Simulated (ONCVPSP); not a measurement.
How hard is this Si (Z = 14) ONCV potential?

```
Element                 : silicon (Si)
Generator               : ONCVPSP 4.0.1
Type                    : optimised norm-conserving Vanderbilt (ONCV)
Functional              : PBEsol
Relativity              : non-relativistic
Frozen core             : [He]
Valence charge          : 12
Reference configuration : 2s2 2p6 3s2 3p2
Partial waves           : 2s+3s: rc 0.90 bohr, ncon 4, nbas 8, qcut 13.1 1/bohr, 2 projectors; 2p+3p: rc 0.95 bohr, ncon 4, nbas 8, qcut 18.5 1/bohr, 2 projectors; d scattering state at 0.11 Ha: rc 0.90 bohr, ncon 5, nbas 9, qcut 10.9 1/bohr, 3 projectors, debl 1.2 Ha
Local potential         : polynomial inside 0.75 bohr (lpopt 2, dvloc0 0 Ha)
Core correction         : polynomial model core, fcfact 0.35
```

Task: For each optimised wave give the share of its norm inside rc, the residual kinetic energy above qcut (Ha) and the cutoffs (Ha) for errors of 10, 1, 0.1 and 0.01 mHa per electron.

Result:

```
         wave  norm inside rc  residual KE  10 mHa  1 mHa  0.1 mHa  0.01 mHa
           2s           0.903      2.1e-06    22.3   48.6     66.3      77.7
           3s           0.039      1.9e-06    16.9   26.0     60.2      75.4
           2p           0.920      9.6e-09    90.2  110.2    127.0     140.7
           3p           0.026      5.5e-09    65.1   90.8    112.1     129.7
d projector 1           0.003      7.0e-06     4.5   17.2     36.3      56.1
d projector 2           0.039      1.4e-04    23.3   43.4     61.2     123.1
d projector 3           0.050      2.8e-04    28.7   49.1     67.1     349.5
```

The occupied waves need 110 Ha and 127 Ha for 1 and 0.1 mHa. Rows with under 1 % of the norm inside rc give no meaningful cutoff. Note: ghosts flagged at negative energy: d at -0.08 eV; GHOST(+) flags only above 600 eV. A true bound ghost makes a file unfit for plane-wave use. Its largest configuration-test error is +337 meV.
